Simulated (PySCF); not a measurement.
C$_{3}$H$_{7}$IMg (SMILES C[CH](C)[Mg][I]), singlet, geometry from GFN2-xTB (such geometries of metal compounds can be far from the true shape) (core potentials on I); DF-HF/def2-TZVPP in PySCF.

Input for PySCF:
```python
from pyscf import gto, scf

mol = gto.Mole()
mol.atom = '''
    Mg   -1.316684   -0.183686   -0.527188
    I     0.450575    0.930472    1.100671
    C    -0.922983   -1.636346   -1.980505
    C    -0.347453   -2.836616   -1.244140
    C     0.120675   -1.034484   -2.909173
    H    -1.777186   -1.966664   -2.578230
    H     0.022785   -3.583974   -1.953025
    H     0.497019   -2.541335   -0.610699
    H    -1.103223   -3.316573   -0.616597
    H    -0.295704   -0.207112   -3.490317
    H     0.490809   -1.785675   -3.613969
    H     0.983823   -0.664792   -2.343539
'''
mol.basis = 'def2-tzvpp'
mol.ecp = {'I': 'def2-tzvpp'}
mol.charge = 0
mol.spin = 0
mol.verbose = 4
mol.max_memory = 1800
mol.build()

mf = scf.RHF(mol)
mf = mf.density_fit(auxbasis='def2-universal-jkfit')
mf.kernel()
```

The log (banner, timings and long lists left out):

```
PySCF version 2.14.0

[INPUT] verbose = 4
[INPUT] num. atoms = 12
[INPUT] num. electrons = 62
[INPUT] charge = 0
[INPUT] spin (= nelec alpha-beta = 2S) = 0
[INPUT] symmetry False subgroup None
[INPUT] Mole.unit = angstrom
[INPUT] Symbol           X                Y                Z      unit          X                Y                Z       unit  Magmom
[INPUT]  1 Mg    -1.316684000000  -0.183686000000  -0.527188000000 AA   -2.488172152597  -0.347116232917  -0.996240936157 Bohr   0.0
[INPUT]  2 I      0.450575000000   0.930472000000   1.100671000000 AA    0.851463348576   1.758337246576   2.079966743251 Bohr   0.0
[INPUT]  3 C     -0.922983000000  -1.636346000000  -1.980505000000 AA   -1.744185087629  -3.092245785028  -3.742612038332 Bohr   0.0
[INPUT]  4 C     -0.347453000000  -2.836616000000  -1.244140000000 AA   -0.656591011159  -5.360427360559  -2.351083860616 Bohr   0.0
[INPUT]  5 C      0.120675000000  -1.034484000000  -2.909173000000 AA    0.228042700082  -1.954891440245  -5.497540218979 Bohr   0.0
[INPUT]  6 H     -1.777186000000  -1.966664000000  -2.578230000000 AA   -3.358394812411  -3.716456339042  -4.872148586137 Bohr   0.0
[INPUT]  7 H      0.022785000000  -3.583974000000  -1.953025000000 AA    0.043057409748  -6.772729297562  -3.690682364429 Bohr   0.0
[INPUT]  8 H      0.497019000000  -2.541335000000  -0.610699000000 AA    0.939229788705  -4.802427140772  -1.154053854546 Bohr   0.0
[INPUT]  9 H     -1.103223000000  -3.316573000000  -0.616597000000 AA   -2.084789324321  -6.267414642127  -1.165199459228 Bohr   0.0
[INPUT] 10 H     -0.295704000000  -0.207112000000  -3.490317000000 AA   -0.558799573938  -0.391384957111  -6.595743217914 Bohr   0.0
[INPUT] 11 H      0.490809000000  -1.785675000000  -3.613969000000 AA    0.927494589472  -3.374436697483  -6.829411632668 Bohr   0.0
[INPUT] 12 H      0.983823000000  -0.664792000000  -2.343539000000 AA    1.859156025048  -1.256274809802  -4.428646872237 Bohr   0.0

nuclear repulsion = 267.63159737217
number of shells = 103
number of NR pGTOs = 398
number of NR cGTOs = 273
basis = def2-tzvpp
ecp = {'I': 'def2-tzvpp'}

******** <class 'pyscf.df.df_jk.DFRHF'> ********
method = DFRHF
initial guess = minao
damping factor = 0
level_shift factor = 0
DIIS = <class 'pyscf.scf.diis.CDIIS'>
diis_start_cycle = 1
diis_space = 8
diis_damp = 0
SCF conv_tol = 1e-09
SCF conv_tol_grad = None
SCF max_cycles = 50
direct_scf = False
Set gradient conv threshold to 3.16228e-05
Initial guess from minao.
******** <class 'pyscf.df.df.DF'> ********
auxbasis = def2-universal-jkfit
init E= -571.468995834517
  HOMO = -0.477989801540325  LUMO = -0.332533686507709  gap/eV = 3.95806
cycle= 1 E= -612.592584807687  delta_E= -41.1  |g|= 2.89  |ddm|= 19.6
  HOMO = 0.000721104460983111  LUMO = 0.00842497587434707  gap/eV = 0.20963
cycle= 2 E= -612.308547372266  delta_E= 0.284  |g|= 2.28  |ddm|= 8.88
  HOMO = -0.197894422259829  LUMO = -0.0197081347641443  gap/eV = 4.84870
cycle= 3 E= -613.90741003168  delta_E= -1.6  |g|= 0.535  |ddm|= 7.01
  HOMO = -0.319139626297618  LUMO = -0.0330994940971436  gap/eV = 7.78355
cycle= 4 E= -614.026417730947  delta_E= -0.119  |g|= 0.196  |ddm|= 1.04
  HOMO = -0.316767842865362  LUMO = -0.00556373669756027  gap/eV = 8.46830
cycle= 5 E= -614.037475300795  delta_E= -0.0111  |g|= 0.0509  |ddm|= 0.267
  HOMO = -0.326524736154588  LUMO = 0.000269052259191938  gap/eV = 8.89251
cycle= 6 E= -614.039387967351  delta_E= -0.00191  |g|= 0.0201  |ddm|= 0.135
  HOMO = -0.327055947922205  LUMO = -0.00135102697621647  gap/eV = 8.86288
cycle= 7 E= -614.039780471944  delta_E= -0.000393  |g|= 0.0081  |ddm|= 0.0579
  HOMO = -0.327809638073587  LUMO = -0.00170436351999115  gap/eV = 8.87378
cycle= 8 E= -614.03984502408  delta_E= -6.46e-05  |g|= 0.00379  |ddm|= 0.0226
  HOMO = -0.327744524931596  LUMO = -0.00206274422753694  gap/eV = 8.86225
cycle= 9 E= -614.039859371391  delta_E= -1.43e-05  |g|= 0.00118  |ddm|= 0.0118
  HOMO = -0.327858917189131  LUMO = -0.00223057768140933  gap/eV = 8.86080
cycle= 10 E= -614.039861016364  delta_E= -1.64e-06  |g|= 0.000421  |ddm|= 0.00417
  HOMO = -0.327820263468166  LUMO = -0.00224688238670012  gap/eV = 8.85930
cycle= 11 E= -614.039861181361  delta_E= -1.65e-07  |g|= 0.000104  |ddm|= 0.00142
  HOMO = -0.32781637638422  LUMO = -0.00224552439385661  gap/eV = 8.85923
cycle= 12 E= -614.039861192136  delta_E= -1.08e-08  |g|= 3.41e-05  |ddm|= 0.000404
  HOMO = -0.327819123781483  LUMO = -0.00224803183741074  gap/eV = 8.85924
cycle= 13 E= -614.039861193278  delta_E= -1.14e-09  |g|= 1.3e-05  |ddm|= 0.000129
  HOMO = -0.327818040125565  LUMO = -0.00224757933514752  gap/eV = 8.85922
cycle= 14 E= -614.039861193465  delta_E= -1.87e-10  |g|= 2.79e-06  |ddm|= 6.54e-05
  HOMO = -0.327818144356387  LUMO = -0.00224776163021545  gap/eV = 8.85922
Extra cycle  E= -614.039861193471  delta_E= -6.82e-12  |g|= 1.38e-06  |ddm|= 6.32e-06
converged SCF energy = -614.039861193471
```
